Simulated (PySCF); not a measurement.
C₄H₈OSi₂, SMILES [SiH3][SiH2]c1ccco1, singlet, GFN2-xTB optimised geometry.

```
15

Si     3.10    -1.45     1.70
Si     2.34    -0.09     0.00
C      0.46    -0.09     0.00
C     -0.49     0.89     0.00
C     -1.75     0.25     0.03
C     -1.47    -1.09     0.05
O     -0.15    -1.30     0.04
H      4.56    -1.38     1.84
H      2.77    -2.86     1.49
H      2.54    -1.09     3.01
H      2.77    -0.52    -1.34
H      2.72     1.33     0.11
H     -0.31     1.95    -0.02
H     -2.72     0.70     0.04
H     -2.11    -1.95     0.08
```

Density from CAM-B3LYP/def2-TZVP run with PySCF 2.14.0 at that geometry.

Minimum of the electron density along straight lines between bonded atoms, close to the bond critical point (lines longer than 1.1 times the sum of covalent radii, or with two minima, are not listed):

```
bond     length / Å  ρ at the minimum / e bohr⁻³  ∇²ρ there / e bohr⁻⁵  position (fraction from the first atom)
-------  ----------  ---------------------------  --------------------  ---------------------------------------
Si1–Si2       2.312                        0.100                 -0.19                                     0.49
Si2–C3        1.874                        0.119            (withheld)                                     0.39
C3–C4         1.368                        0.335                 -0.99                                     0.51
C4–C5         1.413                        0.303                 -0.85                                     0.50
C5–C6         1.361                        0.339                 -1.02                                     0.48
C3–O7         1.358                        0.286            (withheld)                                     0.33
C6–O7         1.340                        0.301            (withheld)                                     0.33
Si1–H8        1.466                        0.123                  0.18                                     0.49
Si1–H9        1.465                        0.124                  0.18                                     0.49
Si1–H10       1.467                        0.123                  0.18                                     0.49
Si2–H11       1.472                        0.123                  0.17                                     0.49
Si2–H12       1.469                        0.124                  0.17                                     0.49
C4–H13        1.071                        0.292                 -1.07                                     0.65
C5–H14        1.071                        0.291                 -1.07                                     0.65
C6–H15        1.073                        0.296                 -1.11                                     0.66
```

Problem. Fill in the missing entries.

Solution. 
- Si2–C3, ∇²ρ there / e bohr⁻⁵: 0.23
- C3–O7, ∇²ρ there / e bohr⁻⁵: -0.26
- C6–O7, ∇²ρ there / e bohr⁻⁵: -0.30
